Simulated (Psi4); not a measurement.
Input for Psi4: SAPT0/jun-cc-pV(D+d)Z on H6OSi (a complex), monomers drawn apart or pushed together.

```
memory 1800 MB

molecule dimer {
0 1
O    -0.03559702   -0.01350472    0.05466443
H     0.86458813   -0.25174702   -0.19124215
H    -0.57457690   -0.77674907   -0.17889630
--
0 1
Si   -0.06343973    0.08354516    4.41401661
H    -0.07421347    0.10146546    5.89899259
H     0.55772754   -1.18856399    3.98023833
H     0.73015011    1.23421438    3.93593594
H    -1.45943545    0.16264543    3.93559279
units angstrom
symmetry c1
no_reorient
no_com
}

set {
  basis jun-cc-pV(D+d)Z
  scf_type df
  freeze_core true
}

energy('sapt0')
```

The log:

```
[...]
==> Input File <==

--------------------------------------------------------------------------
memory 1800 MB

molecule dimer {
0 1
O    -0.03559702   -0.01350472    0.05466443
H     0.86458813   -0.25174702   -0.19124215
H    -0.57457690   -0.77674907   -0.17889630
--
0 1
Si   -0.06343973    0.08354516    4.41401661
H    -0.07421347    0.10146546    5.89899259
H     0.55772754   -1.18856399    3.98023833
H     0.73015011    1.23421438    3.93593594
H    -1.45943545    0.16264543    3.93559279
units angstrom
symmetry c1
no_reorient
no_com
}

set {
  basis jun-cc-pV(D+d)Z
  scf_type df
  freeze_core true
}

energy('sapt0')
--------------------------------------------------------------------------


   => Loading Basis Set <=

    Name: JUN-CC-PV(D+D)Z
    Role: ORBITAL
    Keyword: BASIS
    atoms 1        entry O          line   256 file jun-cc-pv_dpd_z.gbs
    atoms 2-3, 5-8 entry H          line    60 file jun-cc-pv_dpd_z.gbs
    atoms 4        entry SI         line   566 file jun-cc-pv_dpd_z.gbs

   => Loading Basis Set <=

    Name: JUN-CC-PV(D+D)Z
    Role: ORBITAL
    Keyword: BASIS
    atoms 1        entry O          line   256 file jun-cc-pv_dpd_z.gbs
    atoms 2-3, 5-8 entry H          line    60 file jun-cc-pv_dpd_z.gbs
    atoms 4        entry SI         line   566 file jun-cc-pv_dpd_z.gbs


  //>>>>>>>>>>>>>>>>>>>>>>>>>>>>>>>>>>>//
  //              Dimer HF             //
  //<<<<<<<<<<<<<<<<<<<<<<<<<<<<<<<<<<<//

   => Libint2 <=

    Primary   basis highest AM E, G, H:  7, 6, 3
    Auxiliary basis highest AM E, G, H:  7, 7, 4
    Onebody   basis highest AM E, G, H:  -, -, -
    Solid Harmonics ordering:            Gaussian


   => Loading Basis Set <=

    Name: JUN-CC-PV(D+D)Z
    Role: ORBITAL
    Keyword: BASIS
    atoms 1        entry O          line   256 file jun-cc-pv_dpd_z.gbs
    atoms 2-3, 5-8 entry H          line    60 file jun-cc-pv_dpd_z.gbs
    atoms 4        entry SI         line   566 file jun-cc-pv_dpd_z.gbs


         ---------------------------------------------------------
                                   SCF
               by Justin Turney, Rob Parrish, Andy Simmonett
                          and Daniel G. A. Smith
                              RHF Reference
                        1 Threads,   1716 MiB Core
         ---------------------------------------------------------

  ==> Geometry <==

    Molecular point group: c1
    Full point group: C1

    Geometry (in Angstrom), charge = 0, multiplicity = 1:

       Center              X                  Y                   Z               Mass
    ------------   -----------------  -----------------  -----------------  -----------------
         O           -0.035597020000    -0.013504720000     0.054664430000    15.994914619570
         H            0.864588130000    -0.251747020000    -0.191242150000     1.007825032230
         H           -0.574576900000    -0.776749070000    -0.178896300000     1.007825032230
         SI          -0.063439730000     0.083545160000     4.414016610000    27.976926534650
         H           -0.074213470000     0.101465460000     5.898992590000     1.007825032230
         H            0.557727540000    -1.188563990000     3.980238330000     1.007825032230
         H            0.730150110000     1.234214380000     3.935935940000     1.007825032230
         H           -1.459435450000     0.162645430000     3.935592790000     1.007825032230

  Running in c1 symmetry.

  Rotational constants: A =      2.18035  B =      0.02670  C =      0.02667 [cm^-1]
  Rotational constants: A =  65365.15054  B =    800.47612  C =    799.61411 [MHz]
  Nuclear repulsion =   51.884802865632516

  Charge       = 0
  Multiplicity = 1
  Electrons    = 28
  Nalpha       = 14
  Nbeta        = 14

  ==> Algorithm <==

  SCF Algorithm Type is DF.
  DIIS enabled.
  MOM disabled.
  Fractional occupation disabled.
  Guess Type is SAD.
  Energy threshold   = 1.00e-08
  Density threshold  = 1.00e-08
  Integral threshold = 1.00e-12

  ==> Primary Basis <==

  Basis Set: JUN-CC-PV(D+D)Z
    Blend: JUN-CC-PV(D+D)Z
    Number of shells: 37
    Number of basis functions: 75
    Number of Cartesian functions: 78
    Spherical Harmonics?: true
    Max angular momentum: 2

   => Loading Basis Set <=

    Name: (JUN-CC-PV(D+D)Z AUX)
    Role: JKFIT
    Keyword: DF_BASIS_SCF
    atoms 1        entry O          line   258 file jun-cc-pvdz-jkfit.gbs
    atoms 2-3, 5-8 entry H          line    70 file jun-cc-pvdz-jkfit.gbs
    atoms 4        entry SI         line   506 file jun-cc-pvdz-jkfit.gbs

  ==> Integral Setup <==

  DFHelper Memory: AOs need 0.015 GiB; user supplied 1.257 GiB.
  SCF_SUBTYPE=INCORE selected. In-core MEM_DF algorithm will be used.
  Using in-core AOs.

  ==> MemDFJK: Density-Fitted J/K Matrices <==

    J tasked:                   Yes
    K tasked:                   Yes
    wK tasked:                   No
    OpenMP threads:               1
    Algorithm:                 Core
    Schwarz Cutoff:      
[...]
 61A      3.191242    62A      3.380689    63A      3.380872
      64A      3.444510    65A      3.446967    66A      3.447624
      67A      4.434936    68A      4.518253    69A      4.694652
      70A      4.829451    71A      4.993752    72A      5.478297
      73A      6.512598    74A      6.983511    75A     33.512500

    Final Occupation by Irrep:
              A
    DOCC [     9 ]
    NA   [     9 ]
    NB   [     9 ]

  @DF-RHF Final Energy:  -291.24985920606753

   => Energetics <=

    Nuclear Repulsion Energy =             21.3338791279978146
    One-Electron Energy =                -445.5800343335042157
    Two-Electron Energy =                 132.9962959994388996
    Total Energy =                       -291.2498592060675264

Computation Completed


Properties will be evaluated at   0.000000,   0.000000,   0.000000 [a0]

Properties computed using the SCF density matrix


 Multipole Moments:

 ------------------------------------------------------------------------------------
     Multipole            Electronic (a.u.)      Nuclear  (a.u.)        Total (a.u.)
 ------------------------------------------------------------------------------------

 L = 1.  Multiply by 2.5417464519 to convert [e a0] to [Debye]
 Dipole X            :          2.1388983           -2.1428124           -0.0039141
 Dipole Y            :         -2.7837464            2.7956486            0.0119022
 Dipole Z            :       -150.3684499          150.3220293           -0.0464205
 Magnitude           :                                                    0.0480817

 ------------------------------------------------------------------------------------

  Constructing Basis Sets for SAPT...

   => Loading Basis Set <=

    Name: (JUN-CC-PV(D+D)Z AUX)
    Role: RIFIT
    Keyword: DF_BASIS_SAPT
    atoms 1        entry O          line   188 file jun-cc-pvdz-ri.gbs
    atoms 2-3, 5-8 entry H          line    30 file jun-cc-pvdz-ri.gbs
    atoms 4        entry SI         line   376 file jun-cc-pvdz-ri.gbs

   => Loading Basis Set <=

    Name: (JUN-CC-PV(D+D)Z AUX)
    Role: JKFIT
    Keyword: DF_BASIS_ELST
    atoms 1        entry O          line   258 file jun-cc-pvdz-jkfit.gbs
    atoms 2-3, 5-8 entry H          line    70 file jun-cc-pvdz-jkfit.gbs
    atoms 4        entry SI         line   506 file jun-cc-pvdz-jkfit.gbs


  //>>>>>>>>>>>>>>>>>>>>>>>>>>>>>>>>>>>//
  //               SAPT0               //
  //<<<<<<<<<<<<<<<<<<<<<<<<<<<<<<<<<<<//



        SAPT0
    Ed Hohenstein
     6 June 2009

      Orbital Information
  --------------------------
    NSO        =        75
    NMO        =        75
    NRI        =       234
    NRI (Elst) =       338
    NOCC A     =         5
    NOCC B     =         9
    FOCC A     =         1
    FOCC B     =         5
    NVIR A     =        70
    NVIR B     =        66

    Elst10,r            =    -0.000604681249 [Eh]
    Exch10              =     0.000098652360 [Eh]
    Exch10 (S^2)        =     0.000098641880 [Eh]

    Maxiter = 50
    CPHF R converge = 1.000000E-08

    Iter     Energy [mEh]          dE [mEh]         Residual      Time [s]
       1      -0.01169285       0.011692846     4.645332e-04             0
       2      -0.01441158       0.002718732     1.515347e-04             0
       3      -0.01446924       0.000057662     5.437092e-05             0
       4      -0.01439505      -0.000074190     1.056294e-05             0
       5      -0.01439480      -0.000000249     2.607780e-06             0
       6      -0.01439713       0.000002328     4.979962e-07             0
       7      -0.01439657      -0.000000561     7.780540e-08             0
       8      -0.01439663       0.000000064     1.584236e-08             0
       9      -0.01439662      -0.000000009     4.019504e-09             0

    CHF Iterations converged

    Maxiter = 50
    CPHF R converge = 1.000000E-08

    Iter     Energy [mEh]          dE [mEh]         Residual      Time [s]
       1      -0.06090942       0.060909417     1.229323e-03             0
       2      -0.07004608       0.009136664     3.638048e-04             0
       3      -0.07097626       0.000930182     3.676017e-05             0
       4      -0.07074846      -0.000227805     4.613707e-06             0
       5      -0.07076446       0.000016005     7.458833e-07             0
       6      -0.07076371      -0.000000751     1.957376e-07             0
       7      -0.07076357      -0.000000140     2.992108e-08             0
       8      -0.07076362       0.000000052     4.664560e-09             0

    CHF Iterations converged

    Ind20,r (A<-B)      =    -0.000014396622 [Eh]
    Ind20,r (B<-A)      =    -0.000070763624 [Eh]
    Ind20,r             =    -0.000085160246 [Eh]
    Exch-Ind20,r (A<-B) =     0.000009373604 [Eh]
    Exch-Ind20,r (B<-A) =     0.000005825413 [Eh]
    Exch-Ind20,r        =     0.000015199017 [Eh]
    Disp20              =    -0.000232076508 [Eh]
    Disp20 (SS)         =    -0.000116038254 [Eh]
    Disp20 (OS)         =    -0.000116038254 [Eh]
    Exch-Disp20         =     0.000007828198 [Eh]
    Exch-Disp20 (SS)    =     0.000004635329 [Eh]
    Exch-Disp20 (OS)    =     0.000003192868 [Eh]

    SAPT Results
  --------------------------------------------------------------------------------------------------------
    Electrostatics                 -0.60468125 [mEh]      -0.37944321 [kcal/mol]      -1.58759040 [kJ/mol]
      Elst10,r                     -0.60468125 [mEh]      -0.37944321 [kcal/mol]      -1.58759040 [kJ/mol]

    Exchange                        0.09865236 [mEh]       0.06190529 [kcal/mol]       0.25901174 [kJ/mol]
      Exch10                        0.09865236 [mEh]       0.06190529 [kcal/mol]       0.25901174 [kJ/mol]
      Exch10(S^2)                   0.09864188 [mEh]       0.06189871 [kcal/mol]       0.25898422 [kJ/mol]

    Induction                      -0.07626897 [mEh]      -0.04785950 [kcal/mol]      -0.20024417 [kJ/mol]
      Ind20,r                      -0.08516025 [mEh]      -0.05343886 [kcal/mol]      -0.22358820 [kJ/mol]
      Exch-Ind20,r                  0.01519902 [mEh]       0.00953753 [kcal/mol]       0.03990501 [kJ/mol]
      delta HF,r (2)               -0.00630775 [mEh]      -0.00395817 [kcal/mol]      -0.01656098 [kJ/mol]

    Dispersion                     -0.22424831 [mEh]      -0.14071794 [kcal/mol]      -0.58876386 [kJ/mol]
      Disp20                       -0.23207651 [mEh]      -0.14563021 [kcal/mol]      -0.60931679 [kJ/mol]
      Exch-Disp20                   0.00782820 [mEh]       0.00491227 [kcal/mol]       0.02055293 [kJ/mol]
      Disp20 (SS)                  -0.11603825 [mEh]      -0.07281510 [kcal/mol]      -0.30465839 [kJ/mol]
      Disp20 (OS)                  -0.11603825 [mEh]      -0.07281510 [kcal/mol]      -0.30465839 [kJ/mol]
      Exch-Disp20 (SS)              0.00463533 [mEh]       0.00290871 [kcal/mol]       0.01217006 [kJ/mol]
      Exch-Disp20 (OS)              0.00319287 [mEh]       0.00200356 [kcal/mol]       0.00838287 [kJ/mol]

  Total HF                         -0.58229786 [mEh]      -0.36539743 [kcal/mol]      -1.52882283 [kJ/mol]
  Total SAPT0                      -0.80654617 [mEh]      -0.50611537 [kcal/mol]      -2.11758669 [kJ/mol]

  Special recipe for scaled SAPT0 (see Manual):
    Electrostatics sSAPT0          -0.60468125 [mEh]      -0.37944321 [kcal/mol]      -1.58759040 [kJ/mol]
    Exchange sSAPT0                 0.09865236 [mEh]       0.06190529 [kcal/mol]       0.25901174 [kJ/mol]
    Induction sSAPT0               -0.07626413 [mEh]      -0.04785646 [kcal/mol]      -0.20023144 [kJ/mol]
    Dispersion sSAPT0              -0.22424582 [mEh]      -0.14071637 [kcal/mol]      -0.58875731 [kJ/mol]
  Total sSAPT0                     -0.80653883 [mEh]      -0.50611076 [kcal/mol]      -2.11756742 [kJ/mol]
  --------------------------------------------------------------------------------------------------------



*** Psi4 exiting successfully. Buy a developer a beer!
```

The run finished.

Cost: about 8 core-seconds (a rough figure).
